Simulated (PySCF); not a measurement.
Estimate the missing entries of this data sheet.

C6H13OP.
InChI=1S/C6H13OP/c1-5-3-4-8(7)6(5)2/h5-6,8H,3-4H2,1-2H3/t5-,6-/m1/s1

```tsv
property	level	value
point group	PBE0-D3(BJ)/def2-SVP	C1
rotational constants A, B, C	PBE0-D3(BJ)/def2-SVP	2.621, 1.357, 1.114 GHz
dipole moment	CAM-B3LYP/def2-SVPD	4.79 D
HOMO energy	CAM-B3LYP/def2-SVPD	-8.80 eV
LUMO energy	CAM-B3LYP/def2-SVPD	?
lowest singlet excitation	TDDFT CAM-B3LYP/def2-SVPD	?
strongest line among the 10 lowest singlet transitions	TDDFT CAM-B3LYP/def2-SVPD	?
lowest triplet excitation (Tamm–Dancoff)	TDA CAM-B3LYP/def2-SVPD	6.57 eV
static isotropic polarisability	CAM-B3LYP/def2-SVPD	94.2 au
vertical ionisation energy	ΔSCF CAM-B3LYP/def2-SVPD	9.46 eV
electronic spatial extent ⟨r²⟩ about the centre of nuclear charge	CAM-B3LYP/def2-SVPD	?
13C chemical shifts (computed TMS as zero) by class	GIAO PBE0/pcSseg-1	39.1 (1 C), 36.6 (1 C), 31.7 (1 C), 31.0 (1 C), 17.4 (1 C), 9.4 (1 C) ppm
1H chemical shifts (computed TMS as zero) by class	GIAO PBE0/pcSseg-1	?
isotropic shieldings of nuclei other than C and H, by class	GIAO PBE0/pcSseg-1	?
```

Gas-phase values; electronic properties from PySCF, density fitting. Geometry: PBE0-D3(BJ)/def2-SVP, one conformer, isolated molecule. NMR classes are plain means over equivalent atoms (diastereotopic ones count apart unless rotation or inversion swaps them), as if these changed places fast; in this geometry the members of some classes differ.

(1) What is the electronic spatial extent ⟨r²⟩ about the centre of nuclear charge?

(2) What is the strongest line among the 10 lowest singlet transitions?

(3) The lowest singlet excitation?

(4) The 1H chemical shifts (computed TMS as zero) by class?

(5) What are the isotropic shieldings of nuclei other than C and H, by class?

(6) The LUMO energy?

## Answers

(1) 1210 bohr².

(2) S8 at 8.05 eV (154 nm, f = 0.042).

(3) 6.88 eV (180 nm, f = 0.013).

(4) 7.09 (1 H), 1.91 (1 H), 1.91 (1 H), 1.59 (1 H), 1.55 (1 H), 1.46 (1 H), 1.00 (3 H), 0.97 (1 H), 0.77 (3 H) ppm.

(5) 214 (1 O), 276 (1 P) ppm.

(6) 1.02 eV.

The rotational constants make it an asymmetric top with κ = (2B − A − C)/(A − C) = -0.68, nearer the prolate limit (−1). No computed singlet falls in the visible range (750 to 380 nm, 1.65 to 3.26 eV); S1 lies 3.62 eV above its blue end. In wavenumbers S1 is 55500 cm⁻¹ (1 eV = 8065.54 cm⁻¹). The vertical singlet–triplet gap S1 − T1 is 0.31 eV (TDDFT singlet less Tamm–Dancoff triplet). A dipole of 4.79 D is allowed in C1, and pure rotational transitions are dipole-allowed.

For the geometry optimisation (PBE0-D3(BJ)/def2-SVP), time: 1.9 min of wall time; peak memory 0.74 GiB. Hardware: one thread, Arm Neoverse N1 (aarch64), shared host with 64 logical CPUs at a one-minute load of 57.
